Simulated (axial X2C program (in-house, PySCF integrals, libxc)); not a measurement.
## Levels of Sn₂⁺ by electron attachment to Sn₂²⁺ (EOM-EA-CCSD)

Computed with an axial X2C code built on PySCF integrals: two-component X2C with atomic mean-field Coulomb and Gaunt terms, Gaussian nuclei, basis Sn dyall-acv3z with contracted cores.

R = 2.790 Å (near the PBE0 minimum at charge 1 of the determinant lowest at the starting distance; the state shown can have its own minimum elsewhere).

Hartree–Fock spinors of Sn₂²⁺ (one of each Kramers pair; a window near the gap, which can cut inner shells):

```csv
ω,occupied,ε (eV),character
1/2,yes,-27.93,"70% Sn s, 18% Sn p, 9% Sn d"
1/2,yes,-23.72,"72% Sn s, 16% Sn p, 8% Sn d"
1/2,yes,-18.09,"81% Sn p, 14% Sn s"
1/2,no,-11.83,"86% Sn p, 9% Sn d, 4% Sn f"
3/2,no,-11.55,"86% Sn p, 10% Sn d, 4% Sn f"
1/2,no,-9.39,"74% Sn p, 16% Sn d, 10% Sn f"
3/2,no,-9.12,"73% Sn p, 17% Sn d, 10% Sn f"
1/2,no,-6.85,"57% Sn p, 29% Sn d, 9% Sn s"
1/2,no,-6.43,"62% Sn s, 24% Sn d, 8% Sn p"
```

Levels of Sn₂⁺ obtained by attaching an electron to Sn₂²⁺:

```
  Ω  binding energy (eV)  above lowest (cm⁻¹)       attached spinor  one-particle weight
1/2               12.627                    0             86% Sn pπ                 0.95
3/2               12.377                 2013             86% Sn pπ                 0.95
3/2               10.041                20859  74% Sn pπ, 16% Sn dπ                 0.88
```

(1) What is the splitting of the first π pair in the table, and is it regular or inverted?

This point took 6.4 s on 1 thread of Arm Neoverse V1 (shared host).

Reference electrons by ω block (each with its −ω partner): 1/2: 31, 3/2: 14, 5/2: 4. 6 electrons of Sn₂²⁺ correlated (inner shells frozen), 92 natural virtual spinors (a truncated set); levels can be off by some tenths of an eV. Roots sought by Ω: (1/2: 5, 3/2: 4, 5/2: 2, 7/2: 1); the list ends where they run out and leaves out roots under 60 % one-particle weight. The solver can skip a root, and states that need a further excitation, which the method places far too high, are missing though they may lie low or lowest. T1 of the reference 0.012 (Lee–Taylor). The reference was not checked to be the lowest state of its species. Number of frozen shells: Sn 4 s, 3 p, 2 d. g and u states are not told apart. Left out with split weight: Ω = 1/2 at 10.40 eV (0.49), Ω = 1/2 at 10.29 eV (0.51).

## Answers

(1) E(3/2) − E(1/2) = 2013 − 0 = 2013 cm⁻¹ at EOM-EA-CCSD: regular, Ω = 1/2 lower. Splittings at this level can be off by ten to twenty per cent.
